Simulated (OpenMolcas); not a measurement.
**Levels of I3+ by method**

```
Program             : OpenMolcas 26.06
Basis               : ANO-RCC-VQZP [8s7p5d3f2g]
Scalar Hamiltonian  : DKH2, point nucleus
Active space        : 4 electrons in 9 orbitals (RAS2 5s 5p; RAS3 5d, at most 2 electrons)
State averaging     : 2S+1 = 3 even, 6 roots; 2S+1 = 1 even, 12 roots; 2S+1 = 5 odd, 1 root; 2S+1 = 3 odd, 8 roots; 2S+1 = 1 odd, 8 roots
Spin-orbit coupling : state interaction with AMFI integrals over the reference wave functions, term energies averaged over their components
```

Methods on the same reference wave functions:
A. RASSCF
B. SS-RASPT2, IPEA 0.25 Eh, imaginary shift 0.1 Eh (closed shells correlated: 4d)
C. MS-RASPT2, IPEA 0.25 Eh, imaginary shift 0.1 Eh (closed shells correlated: 4d)

Energies in cm-1 above 5s2 5p2 3P0.

```tsv
Level	A	B	C
5s2 5p2 3P0	0.0	0.0	0.0
5s2 5p2 3P1	5489	5620	5670
5s2 5p2 3P2	9861	9580	9620
5s2 5p2 1D2	22009	20360	20420
5s2 5p2 1S0	37482	35660	35500
5s 5p3 5S* 2	67851	76310	76460
5s 5p3 3D* 1	94530	98070	98220
5s 5p3 3D* 2	94638	98340	98490
5s 5p3 3D* 3	96698	100480	100630
```

Between B and C the level of the table that moves most is 5s2 5p2 1S0, by 160 cm-1 (lowest in C, highest in B). Moves below CASPT2's spread within the term are not significant.

From A to B the spin-free energies of the other terms of 5s2 5p2 shown, above 3P, scale by factors of 0.81 to 0.92.

The lowest spin-free term lies below A's lowest term by 0.499 hartree in B, 0.499 hartree in C.

CASPT2 does not keep the components of a term degenerate, so their means are used; among the terms shown or strongly mixed into the levels shown the widest spread is 58 cm-1 (5s 5p3 3D*, C). The run also gave levels led by 5s 5p2 5d, 5s2 5p 5d, which use shells meant for correlation; these and all levels above them are left out. Some terms mix strongly with configurations of 5d, whose occupation reaches 0.18 (5s 5p3 3D*, 5s 5p3 3P*). Only configurations of the active space appear. The table leaves out levels that lie high or whose names do not pair safely across all columns.

* marks odd parity.
